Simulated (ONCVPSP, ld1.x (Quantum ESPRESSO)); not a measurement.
Potentials for Hf compared

Generated with ld1.x 7.5 (TM, RRKJ, ultrasoft, PAW), atompaw 4.2 or ONCVPSP 4.0.1. The cutoff is in Ry: for ld1.x and atompaw files where the sum of valence levels is converged to 10 mRy in a Bessel basis, for ONCV files where the hardest occupied wave has 1 mHa per electron of residual kinetic energy. The error is the largest all-electron minus pseudo excitation energy over each file’s own four to seven test configurations (ionisations up to +4, promotions, holes and added fractions of an electron), all of which were solved. The labels leave out finer settings (local radius, basis sizes, second energies), which also bear on the numbers. Spin-polarised tests are not counted. The rows are a selection from randomly drawn settings: files with unsolved tests, undetermined cutoffs or missed reference levels are left out.

A true bound ghost makes a file unfit for plane-wave use even where its test errors are small: the radial tests pick states by their node count and pass the ghost by.

| potential | cutoff (Ry) | largest error (meV) | bound ghosts |
| --- | --- | --- | --- |
| ONCV, PW91, fully relativistic, rc 2.20/1.75/2.60 (spd), local smoothed, core correction yes, reference 5s2 5p6 5d2 6s1.5, qcut 4.6/8.7/6.6, projectors 2/2/2 | 45 | +8.0 | none |
| ONCV, PBEsol, scalar-relativistic, rc 2.05/2.00/3.15/3.20 (spdf), local smoothed, core correction yes, reference 5s2 5p6 5d3 6s1, qcut 7/5.4/4.8/3.6, projectors 2/2/2/3 | 29 | +16 | none |
| TM semilocal, PBE, scalar-relativistic, rc 2.50/2.20/2.35 (spd), local d, core correction no, reference 5p6 5d2 6s1 6p0 | 25 | +140 | none |
| TM, LDA (PZ), fully relativistic, rc 2.25/3.55/2.60 (spd), local p, core correction no, reference 5d2 6s2 6p0 | 21 | +201 | none |
| RRKJ, BP86, fully relativistic, rc 3.15/4.10/3.00 (spd), local s, core correction yes, reference 5d2 6s2 6p0 | 15 | -95 | none |

Task: Fill in the row for Hf: ONCV, PW91, scalar-relativistic, rc 1.70/2.05/2.50/0.60 (spdf), local smoothed, core correction yes, reference 4f14 5s2 5p6 5d2 6s1.5, qcut 8/8/6.4/17.3, projectors 2/3/3/2.

Result: cutoff 1491 Ry, largest error -44 meV, bound ghosts: s, p.

Task: Fill in the row for Hf: ONCV, PBE, scalar-relativistic, rc 2.25/2.10/2.15 (spd), local smoothed, core correction yes, reference 5s2 5p6 5d2.5 6s1.5, qcut 4.3/5.8/5.1, projectors 2/1/2.

Result: cutoff 22 Ry, largest error +73 meV, bound ghosts: none.

Task: Fill in the row for Hf: ONCV, PBE, scalar-relativistic, rc 1.65/2.15/3.25 (spd), local smoothed, core correction no, reference 5s2 5p6 5d2.5 6s1.5, qcut 6/8/4.4, projectors 3/2/1.

Result: cutoff 30 Ry, largest error +18 meV, bound ghosts: none.
